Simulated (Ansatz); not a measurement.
A CCSD(T) single point on CH5AlGeOS.

```yaml
crystal:
  periodic: [false, false, false]
  atoms:
    - {symbol: O, position_ang: [-0.807958, 2.231694, 0.745181]}
    - {symbol: Ge, position_ang: [0.378642, 0.942492, 1.080077]}
    - {symbol: Al, position_ang: [0.117217, -1.405886, 0.576737]}
    - {symbol: C, position_ang: [-0.259286, -0.888373, -1.265716]}
    - {symbol: S, position_ang: [1.261820, 0.107893, -0.933233]}
    - {symbol: H, position_ang: [-1.656254, 1.876031, 0.470688]}
    - {symbol: H, position_ang: [1.538083, 1.724030, 1.720250]}
    - {symbol: H, position_ang: [0.619218, -2.753517, 1.226543]}
    - {symbol: H, position_ang: [-1.087095, -0.260813, -1.584089]}
    - {symbol: H, position_ang: [-0.021386, -1.624652, -2.033339]}
basis:
  gaussian: {orbitals: def2-TZVPP}
correlation: {method: ccsd_t}
output: {orbitals: {seedname: orbitals}}
```

```sh
$ ansatz run in.yaml --threads 4 --pin off --events-out ev --progress --plain --max-ram 10444MiB
```

Log, shortened:

```
Functional definition: HF
1595 factors; integrals over basis functions are off by at most 9.6e-4 eV
mean field evaluation 1: about -77018.6825 eV, gradient 4.3e1 eV
mean field evaluation 2: about -77018.9913 eV, gradient 4.4e1 eV
mean field evaluation 4: about -77023.3302 eV, gradient 4.2e0 eV
mean field evaluation 8: about -77023.4172 eV, gradient 3.7e-1 eV
mean field evaluation 16: about -77023.4181 eV, gradient 1.4e-6 eV
mean field -77023.41809550 eV, -2830.5584066616 hartree, gradient 1.4e-6 eV, S^2 0.000000; 0 other end points of the search recorded, 0 dependent functions left out
21 core orbitals not correlated: weight in the atoms' cores, before any rotation towards them, 1.000 or more for the frozen orbitals, at most 0.000 for the correlated occupied ones
reference -77023.41809550 eV, -2830.5584066616 hartree; 19, 19 occupied and 224, 224 virtual orbitals, 1595 factors
second order -25.05900000 eV of doubles, -0.00000000 eV of singles
cycle   1  -25.06697710 eV  change   -8.0e-3 eV  update   1.3e-1
cycle   2  -25.79591705 eV  change   -7.3e-1 eV  update   3.8e-2
cycle   3  -25.94540987 eV  change   -1.5e-1 eV  update   2.1e-2
cycle   4  -25.92920289 eV  change    1.6e-2 eV  update   5.7e-3
cycle   5  -25.92574345 eV  change    3.5e-3 eV  update   2.9e-3
cycle   6  -25.92691904 eV  change   -1.2e-3 eV  update   1.0e-3
cycle   7  -25.92637951 eV  change    5.4e-4 eV  update   4.1e-4
cycle   8  -25.92625127 eV  change    1.3e-4 eV  update   1.6e-4
cycle   9  -25.92632898 eV  change   -7.8e-5 eV  update   6.9e-5
cycle  10  -25.92633983 eV  change   -1.1e-5 eV  update   2.6e-5
perturbative correction -1.17356467 eV, -0.0431277063 hartree
Total energy: -77050.51800000 eV, -2831.5543097830 hartree
```

It took 6.1 min on 4 threads of an AMD EPYC 7R43 on a shared host, with 6.2 GiB of host memory at the peak.

MP2 recovers 92.5 % of the CCSD(T) correlation energy and the triples give 4.3 %; T1 = 0.0137.
